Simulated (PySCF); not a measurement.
# Spinor energies of Ho⁴⁺ (holmium, charge +4)

Start: [Xe] 4f9; 4f5/2 filled at m_j = -5/2, -3/2, -1/2, +1/2, +3/2, +5/2; 4f7/2 filled at m_j = +3/2, +5/2, +7/2. Calculated with PySCF 2.14 in x2c-SVPall-2c (7s10p9d3f1g, 112 functions): generalised Hartree-Fock with the X2C-1e Hamiltonian and a Gaussian nucleus; one run each with spin-orbit coupling (SO) switched off, then screened by Boettger's factors.

| spinor shell | electrons | ε, spin-free (eV) | ε, screened SO (eV) | weight of nominal j (screened SO) | rms radius, screened SO (bohr) |
| --- | --- | --- | --- | --- | --- |
| 1s1/2 | 2 | -55952.3 | -55940.1 | 1.000 | 0.0236 |
| 2s1/2 | 2 | -9533.4 | -9529.6 | 1.000 | 0.0953 |
| 2p1/2 | 2 | -8449.0 | -9055.4 | 1.000 | 0.0814 |
| 2p3/2 | 4 | -8449.0 | -8193.0 | 1.000 | 0.0881 |
| 3s1/2 | 2 | -2228.7 | -2227.4 | 1.000 | 0.245 |
| 3p1/2 | 2 | -1890.8 | -2020.0 | 1.000 | 0.236 |
| 3p3/2 | 4 | -1890.8 | -1835.4 | 1.000 | 0.250 |
| 3d3/2 | 4 | -1459.5 | -1483.5 | 0.998 | 0.223 |
| 3d5/2 | 6 | -1459.5 | -1442.3 | 0.998 | 0.226 |
| 4s1/2 | 2 | -511.58 | -511.19 | 1.000 | 0.550 |
| 4p1/2 | 2 | -397.36 | -428.28 | 0.987 | 0.564 |
| 4p3/2 | 4 | -397.36 | -383.88 | 0.994 | 0.594 |
| 4d3/2 | 4 | -239.38 | -248.77 | 0.810 | 0.634 |
| 4d5/2 | 6 | -239.38 | -232.79 | 0.874 | 0.642 |
| 5s1/2 | 2 | -109.23 | -109.16 | 1.000 | 1.34 |
| 5p1/2 | 2 | -77.563 | -82.461 | 0.967 | 1.44 |
| 5p3/2 | 4 | -77.563 | -75.432 | 0.983 | 1.54 |
| 4f5/2 | 6 | -70.840 | -70.427 | 0.729 | 0.809 |
| 4f7/2 | 3 | -70.840 | -71.426 | 0.798 | 0.806 |

```csv
quantity,spin-free,screened SO
E (hartree),-12603.98790,-12613.84578
M_J,15/2,15/2
⟨J²⟩,63.759,63.768
⟨L²⟩,30.005,30.759
⟨S²⟩,8.753,8.558
```

Each row is a mean over spinors that exchange with the open shell spreads, by up to 17.209 eV (4d5/2).

Rows whose weight is well below 1 are mixtures of j = l ± 1/2: exchange outweighs spin-orbit coupling there, and the label is only the starting occupation.

Breit and QED terms are absent; they matter most for the inner s and p1/2 levels.

Densities and radii are taken from the X2C orbitals without a picture-change correction, which distorts them close to the nucleus.

Without spin-orbit coupling the j labels of p, d and f shells carry no meaning; the spin-free column gives the mean over the occupied spinors of each nl shell.
